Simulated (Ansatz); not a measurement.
Ansatz results at the PBE0-D4/def2-TZVP geometry: size of the dipole moment (B3LYP/def2-TZVPP) 1.16 D; ideal-gas entropy at 298 K and 1 bar (rigid rotor, harmonic PBE0-D4/def2-TZVP) 258 J/(mol·K); zero-point energy (PBE0-D4/def2-TZVP) 81.0 kJ/mol.

Problem. Which molecule gave them?
A. `[NH][SiH](F)Cl`•
B. `[NH2][AlH]`•
C. `[NH2][Al][SH]`•
D. `[SiH2][SiH2]Cl`•

Solution. B. The others give `[NH][SiH](F)Cl`•: 0.68, 318, 68.8; `[NH2][Al][SH]`•: 1.54, 310, 90.5; `[SiH2][SiH2]Cl`•: 1.27, 327, 88.8.

B3LYP here is the variant with VWN-RPA as its local correlation; programs differ in this.
